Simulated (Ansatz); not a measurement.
Reaction (isomerisation): `C/N=C\[SiH2]S` → `C=C(N)S[SiH3]`

Calculated with Ansatz (gas phase, PBE0-D4/def2-TZVP geometries, no zero-point term in ΔE). CBS: MP2 limit from def2 TZ/QZ plus the TZ coupled-cluster correction, frozen cores. DFT in def2-TZVPP. B3LYP here is the variant with VWN-RPA as its local correlation; programs differ in this. One conformer a species, not always the lowest.

| level | ΔE (kJ/mol) | difference from CCSD(T)/CBS |
| --- | --- | --- |
| PBE-D4 | -13.6 | -3.5 |
| r2SCAN-D4 | -15.0 | -4.9 |
| ωB97X-V | -9.1 | 1.0 |
| ωB97M-V | -11.6 | -1.5 |
| B2PLYP | -9.5 | 0.6 |
| r2SCAN | -14.9 | -4.8 |
| PBE0 | -14.3 | -4.2 |
| B3LYP | -8.0 | 2.1 |
| HF/def2-TZVPP | -3.5 | 6.6 |
| MP2/def2-TZVPP | -15.6 | -5.5 |
| SCS-MP2/def2-TZVPP | -8.6 | 1.5 |
| CCSD/def2-TZVPP | -4.3 | 5.8 |
| HF/def2-QZVPP | -3.4 | 6.7 |
| MP2/def2-QZVPP | -18.1 | -8.0 |
| MP2/CBS(def2) | -20.1 | -10.0 |
| CCSD/CBS(def2) | -8.9 | 1.2 |
| CCSD(T)/CBS | -10.1 | 0 |

Largest T1 diagnostic among the species: 0.012.

The D4 term adds −3.0 kJ/mol with B3LYP and −1.2 kJ/mol with PBE0; it sums over pairs of atoms, weighted by their polarisabilities, and B3LYP, whose exchange is more repulsive, gets the larger term.
